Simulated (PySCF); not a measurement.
OTi, SMILES [O]=[Ti] (connectivity only; charge and spin as stated), neutral, multiplicity 3.

The structure is a stationary point at PBE0-D3(BJ)/def2-TZVPD. The spin state was assumed, not searched.

Two levels are set side by side: PBE/def2-TZVPD (PySCF) and r2SCAN/def2-TZVPD (PySCF). Same geometry, gas phase. Differences are taken from unrounded values.

```tsv
quantity	r2SCAN	PBE	PBE minus r2SCAN
α-spin orbital gap (eV)	1.69	0.85	-0.84
β-spin orbital gap (eV)	5.47	4.81	-0.66
dipole moment (D)	3.38	3.18	-0.21
mean polarisability (bohr³)	87.1	87.6	0.5
```

Rough cost on one machine, each run with all the roots and properties that it gave: r2SCAN against PBE within a factor of 2.
